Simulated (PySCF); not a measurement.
Compound: C2H7BSSn.
Atom-mapped SMILES: `[BH2:1][SnH2:2][S:3][CH:4]=[CH2:5]` (hydrogens: H6, H7 on B1; H8, H9 on Sn2; H10 on C4; H11, H12 on C5)

Theory: PBE0-D3(BJ)/def2-SVP geometry optimisation, gas phase, def2 core potentials past Kr in PySCF.

Task: Give the optimised bond lengths and angles.

Result: 
| bond | length (bohr) | order |
| --- | --- | --- |
| B1–Sn2 | 4.250 | single |
| Sn2–S3 | 4.637 | single |
| S3–C4 | 3.319 | single |
| C4=C5 | 2.526 | double |
| B1–H6, B1–H7 | 2.279 | single |
| Sn2–H8, Sn2–H9 | 3.239 | single |
| C4–H10 | 2.073 | single |
| C5–H11 | 2.065 | single |
| C5–H12 | 2.067 | single |

Bonds in one row agree within 0.02 bohr and their mean is given. Orders are formal, as drawn. A selection of angles:
| angle | degrees |
| --- | --- |
| Sn2–B1–H6 | 119.4 |
| Sn2–B1–H7 | 121.1 |
| H6–B1–H7 | 119.4 |
| B1–Sn2–S3 | 102.9 |
| B1–Sn2–H8 | 116.0 |
| B1–Sn2–H9 | 117.3 |
| S3–Sn2–H8 | 100.9 |
| S3–Sn2–H9 | 107.9 |
| H8–Sn2–H9 | 109.9 |
| Sn2–S3–C4 | 104.1 |
| S3–C4–C5 | 130.6 |
| S3–C4–H10 | 110.2 |
| C5–C4–H10 | 119.2 |
| C4–C5–H11 | 119.9 |
| C4–C5–H12 | 123.3 |
| H11–C5–H12 | 116.8 |

Torsions: B1–Sn2–S3–C4 63° (synclinal); Sn2–S3–C4–C5 6° (synperiplanar). The mirror-image conformer, all signs reversed, is as good.

B1 (three-coordinate boron) is planar (angles 121.1°, 119.4° and 119.4°, sum 359.9°, 0.03 Å off the plane of its three neighbours). Sn2 (tin bonded to B, S and 2 H) is distorted tetrahedral (angles from 100.9° to 117.3°).

Point group: C1 (no symmetry element, even within 0.4 Å). No PBE0-D3(BJ)/def2-SVP frequencies stand behind this structure, so it isn't proved a minimum. One conformer, not necessarily the lowest (H–B1–Sn2–S3 87° and -89°, B1–Sn2–S3–C4 63°, Sn2–S3–C4–C5 6°).

Time: 45 s; peak memory 0.52 GiB. Hardware: one thread of an Intel Xeon 6975P-C, no GPU, shared host with 192 logical CPUs at a one-minute load of 57. These figures are those of the optimisation.
